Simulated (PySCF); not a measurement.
GaI2, SMILES [I][Ga+][I], charge +1.

Coordinates come from a PBE-D3(BJ)/def2-SVP optimisation. The spin state was assumed, not searched. The isomer is the one that the SMILES or the coordinates give; other isomers of the formula were not compared. The def2 effective core potentials stand for the cores of I; spin–orbit coupling is left out.

All values below come from PBE-D3(BJ)/def2-SVP run with PySCF.

Frequencies are harmonic and unscaled.

Modes within 1.5 cm⁻¹ of each other (mostly degenerate sets) share a row, with their intensities summed.

```tsv
mode	ν (cm⁻¹)	IR (km/mol)	moving atoms (share of kinetic energy)
1–2	66	4.4	Ga 78 %, I 22 %
3	170	0.0	I 100 %
4	378	47.7	Ga 78 %, I 22 %
```
